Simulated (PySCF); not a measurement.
Excitation energy of Bi by level of theory

Bi [Xe] 4f14 5d10 6s2 6p3 (4S) → Bi [Xe] 4f14 5d10 6s2 6p2 7s1 (4P), as a difference of total energies. All numbers are calculated (PySCF 2.14, scalar relativity by spin-free X2C-1e, in aug-cc-pVQZ-DK3). The calculations carry no spin-orbit coupling.

```tsv
method	excitation energy (eV)
UHF	5.179
M06-2X	5.379
TPSS	5.197
```

Spin-orbit coupling is strong in these open shells (close to jj coupling). The scalar numbers leave it out and a first-order estimate fails, so it can dominate the gap to the real levels.

The promoted electron is Rydberg-like, and one or two diffuse shells describe it only roughly, which tends to raise the upper state.
